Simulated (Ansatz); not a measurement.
Program: Ansatz 0.2.0.

C$_{3}$H$_{9}$FOSi, SMILES `CCO[SiH](C)F` at its PBE0-D4/def2-TZVP geometry, where that method's forces vanish. Total charge 0; spin multiplicity 1.

```tsv
atom	x (Å)	y (Å)	z (Å)
C1	-0.0546	0.8902	2.3563
C2	-0.3995	0.0970	1.1212
O3	0.7708	-0.0909	0.3446
Si4	0.8514	-0.8199	-1.1086
C5	-0.3269	-0.1075	-2.3469
F6	0.4843	-2.3722	-0.9500
H7	0.3510	1.8667	2.0844
H8	-0.9453	1.0425	2.9704
H9	0.6920	0.3624	2.9526
H10	-1.1589	0.6261	0.5313
H11	-0.8169	-0.8780	1.3987
H12	2.2677	-0.7349	-1.5209
H13	-0.1390	0.9593	-2.4918
H14	-1.3649	-0.2336	-2.0293
H15	-0.2110	-0.6072	-3.3119
```

Problem. For each bond, give half the difference of the two atoms' forces along it (eV/Å; positive pushes the atoms apart) under PBE-D4, r2SCAN-D4, B3LYP-D4, ωB97M-V in def2-TZVPP. (Estimate.)

Solution. The calculation gave: 
```
   bond  length (Å)  PBE-D4  r2SCAN-D4  B3LYP-D4  ωB97M-V
  C1–C2       1.508   -0.03       0.06      0.12     0.16
  C1–H7       1.092    0.11      -0.03     -0.06    -0.08
  C1–H8       1.093    0.09      -0.03     -0.06    -0.08
  C1–H9       1.092    0.11      -0.03     -0.06    -0.08
  C2–O3       1.417    0.24       0.30      0.27     0.21
 C2–H10       1.098    0.08      -0.07     -0.12    -0.13
 C2–H11       1.096    0.08      -0.06     -0.12    -0.14
 O3–Si4       1.628    0.22      -0.03     -0.02     0.03
 Si4–C5       1.852   -0.13      -0.03      0.08     0.01
 Si4–F6       1.603    0.47       0.04      0.19     0.16
Si4–H12       1.477   -0.02      -0.04     -0.19    -0.22
 C5–H13       1.093    0.10      -0.01     -0.05    -0.04
 C5–H14       1.093    0.11       0.00     -0.04    -0.04
 C5–H15       1.093    0.10      -0.01     -0.05    -0.04
```

B3LYP here is the variant with VWN-RPA as its local correlation; programs differ in this.
